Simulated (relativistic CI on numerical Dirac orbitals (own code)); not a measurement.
Computed by Dirac-Coulomb-Breit CI, separate exchange-only KLI orbitals for each configuration, model QED, unscaled Slater integrals (own radial code, finite nucleus).

Configuration list (outside the closed core [Ar] 3d10): 4s²4p⁵, 4s4p⁶, 4s²4p⁴4d, 4s²4p⁴4f, 4s4p⁵4d, 4s4p⁵4f, 4p⁶4d, 4s²4p³4d4f, 4s4p⁴4d², 4p⁶4f, 4s4p⁴4f², 4p⁵4d4f, 4s²4p⁴5s, 4p⁶5s, 4s²4p⁴5p, 4s²4p³4f5s, 4s4p⁴4d5s, 4s4p⁵5s, 4s²4p⁴5d, 4s²4p⁴5f, 4s4p⁵5p, 4s²4p⁴5g, 4s4p⁵5d, 4p⁵4f5s, 4s4p⁵5f, 4s²4p⁴6s, 4s4p⁵5g, 4s²4p³4d², 4s²4p²4d³, 4s²4p²4d²4f, 4s4p³4d³, 4s4p³4d²4f, 4s²4p²4d²5s, 4p⁵4d², 4p⁴4d³, 4p⁴4d²4f, 4p⁴4d²5s, 4p⁵4d5s, 4p⁴4d4f5s, 4p⁴4d5s², 4s²4p³5s², 4s²4p²4d5s², 4s²4p²4f5s², 4s4p³4d5s², 4s4p³4f5s². Double excitations out of closed p, d and f shells are left out; levels of such configurations are missing from the list, as are those of other unlisted configurations, and high levels can miss mixing partners. These lack a partner that the ground configuration has and come out too high: 4s²4p⁴5p, 4s4p⁵5s, 4s²4p⁴5d, 4s²4p⁴5f, 4s4p⁵5p.

At this charge energies of transitions that change n are usually good to better than 1 %, and those within a shell (Δn = 0) to a few per cent.

Outline of the computed level scheme of Bi XLIX. Lowest level of each configuration: 4s²4p⁵ ²P°3/2 at 0.000 eV; 4s²4p⁴4d ⁴D3/2 at 181.798 eV; 4s4p⁶ ²S1/2 at 305.441 eV; 4s²4p³4d² ⁴F°3/2 at 372.324 eV.

Some strong electric-dipole decays among the lowest 45 levels: 4s²4p⁴4d ²S1/2 → 4s²4p⁵ ²P°3/2 (5.2e+12 s⁻¹); 4s²4p⁴4d ²D5/2 → 4s²4p⁵ ²P°3/2 (3.7e+12 s⁻¹); 4s²4p⁴4d ²P3/2 → 4s²4p⁵ ²P°3/2 (3.4e+12 s⁻¹); 4s²4p⁴4d ²P1/2 → 4s²4p⁵ ²P°1/2 (1.9e+12 s⁻¹); 4s4p⁶ ²S1/2 → 4s²4p⁵ ²P°3/2 (1.4e+12 s⁻¹); 4s²4p⁴4d ²D3/2 → 4s²4p⁵ ²P°1/2 (1.2e+12 s⁻¹); 4s²4p⁴4d ²D5/2 → 4s²4p⁵ ²P°3/2 (1.0e+12 s⁻¹); 4s²4p⁴4d ²P3/2 → 4s²4p⁵ ²P°3/2 (7.3e+11 s⁻¹).

LS names give the leading component of a level, which can be under half, so a name can repeat, a term be missing and a line seem to break the LS rules.
